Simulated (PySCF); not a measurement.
## Excitation energy of Rh⁺ by level of theory

Rh⁺ [Kr] 4d8 (3F) → Rh⁺ [Kr] 4d7 5p1 (high-spin determinant), as a difference of total energies. Calculation: PySCF 2.14, in ANO-RCC-VTZP; the spin-free X2C one-electron Hamiltonian (Gaussian nucleus). Correlated levels: valence: [Kr] frozen; valence and next inner shell: [Ar] 3d10 frozen. The calculations carry no spin-orbit coupling.

```tsv
method	excitation energy (eV)
UHF	6.056
LDA	7.367
PBE	7.167
PBE0	7.103
r2SCAN	7.033
r2SCAN0	7.010
BP86	7.199
wB97X-V	7.488
MP2 (valence)	7.237
SCS-MP2 (valence)	7.438
MP2 (valence and next inner shell)	7.269
SCS-MP2 (valence and next inner shell)	7.315
```

Task: How much does correlation contribute at MP2 (valence and next inner shell)?

Result: 7.269 − (6.056) = 1.213 eV, measured against UHF.

A first-order spin-orbit estimate (lowest level to lowest level, LS coupling) adds 0.058 eV.

The basis was made for the ground configuration and has no added diffuse functions, so the excitation energy can come out too high.

The determinant of the upper state mixes LS terms, which raises its energy above the lowest term, most at the Hartree-Fock and MP2 levels.
